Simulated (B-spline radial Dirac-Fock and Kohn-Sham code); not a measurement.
K-line shifts caused by a second vacancy in Eu²⁺

System: the Eu²⁺ ion, configuration [Xe] 4f7, inside a Watson sphere of charge -2 and radius 1.6 Å (a model of the Madelung potential; inside it an electron's potential energy is raised by 18.0 eV).

Input file task.json (cfg lists n, l and occupation; rrms is the nuclear radius in fm):

```json
{"items": [{
  "Z": 63,
  "q": 2,
  "cfg": [[1, 0, 2], [2, 0, 2], [2, 1, 6], [3, 0, 2], [3, 1, 6], [3, 2, 10], [4, 0, 2], [4, 1, 6], [4, 2, 10], [4, 3, 7], [5, 0, 2], [5, 1, 6]],
  "A": 153,
  "rrms": 5.1115,
  "watson": [-2, 1.6],
  "do": ["binding", "quiet", "double"]
}]}
```

Command: `python xray_run.py task.json out`

Level of theory: Dirac-Fock ΔSCF + Breit + QED; a radial finite-basis atomic code. Each two-hole energy is an average over J within one jj subconfiguration, not an observable level; in light atoms, where LS coupling holds, the j-resolved values are not observed lines, and for a K spectator the Kα1 hypersatellite is nearly forbidden. No correlation.

Lines without a spectator: Kα2 (K-L2) 40899.7 eV, Kα1 (K-L3) 41540.2 eV, Kβ3 (K-M2) 46900.5 eV, Kβ1 (K-M3) 47033.3 eV. Shifts in eV with one spectator hole (a dash: not computed, or left out as unreliable):

| spectator hole | Kα2 | Kα1 | Kβ3 | Kβ1 |
| --- | --- | --- | --- | --- |
| K (1s) | +779.0 | +820.2 | +1002.6 | +1011.9 |
| L2 (2p1/2) | +93.3 | +121.5 | – | +244.0 |
| L3 (2p3/2) | +80.3 | +84.1 | +199.7 | – |
| M2 (3p1/2) | – | +17.33 | +36.2 | +43.1 |
| M3 (3p3/2) | +11.03 | – | +33.8 | +33.6 |
| M4 (3d3/2) | +3.37 | +0.07 | – | – |
| M5 (3d5/2) | -1.07 | +1.96 | – | – |
